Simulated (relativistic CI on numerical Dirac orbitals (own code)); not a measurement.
## Electric-dipole transitions in Cs

These numbers are calculated, not measured: Dirac-Coulomb-Breit CI, orbitals from a KLI potential per configuration, model QED (radiative potential, 1s self-energy scaled to tabulated hydrogen-like ionisation energies), valence Slater integrals scaled by 0.85, configuration energies shifted to the measured levels that pair with them (semi-empirical) (own radial code, finite nucleus).

CI space (outside the closed core [Xe]): 6s, 6p, 5d, 7s, 7p, 6d, 8s, 8p, 7d, 5f, 5g, 4f, 8d, 6f. Levels of other configurations are missing.

| λ vac (nm) | Lower | Upper | A (s⁻¹) | log gf | S velocity/length |
| --- | --- | --- | --- | --- | --- |
| 878.75 | 6p ²P°1/2 [2] | 6d ²D3/2 [10] | 3.01e+06 | -0.86 | 1.46 |
| 909.17 | 6p ²P°3/2 [3] | 6d ²D3/2 [10] | 7.35e+05 | -1.44 | 1.40 |
| 914.90 | 6p ²P°3/2 [3] | 6d ²D5/2 [9] | 3.97e+06 | -0.52 | 1.42 |
| 1375.4 | 6p ²P°1/2 [2] | 7s ²S1/2 [6] | 7.00e+06 | -0.40 | 1.03 |
| 1451.4 | 6p ²P°3/2 [3] | 7s ²S1/2 [6] | 1.36e+07 | -0.06 | 1.03 |

Terms are leading LS components. Brackets give the number of a level in order of energy, since labels repeat. The list gives strong lines, with weight on those to low levels, without configurations that were not tied to measured data, and without lines across small gaps between configurations, and without 7 lines that miss the measured interval by over 3.5 %, start from a term whose rates miss tabulated ones by over 60 %, have gauges far apart or, lacking measured levels, span too small a gap for the errors found; lines with a level outside our table were not tested and can miss by more. Levels whose partners in the same complex of configurations lie outside the list can be far off, and so can their lines. Rates are taken at the computed energies, electric ones in the length gauge. A velocity-to-length ratio far from 1 marks an uncertain rate.

Configurations whose levels could be paired with our table of measured levels were shifted onto them, all but the ground configuration, by the median error of their levels; single terms can still be off by 1,000 to 2,000 cm⁻¹ or more, and rates follow the energies as ν³ (E1, M1) or ν⁵ (E2). The others borrow a shift and can be off by several thousand cm⁻¹ or more. The fine structure of a lone outer electron comes out too small, for d and f at times inverted, and misplaced configurations move strength between like terms. 9 of the 9 excited levels that our extract of the measured tables holds in this range could be paired (the sources list more); they are missed by 57 cm⁻¹ on average and 87 at most, after the shifts were fitted to these levels, and levels without a partner can miss by more.
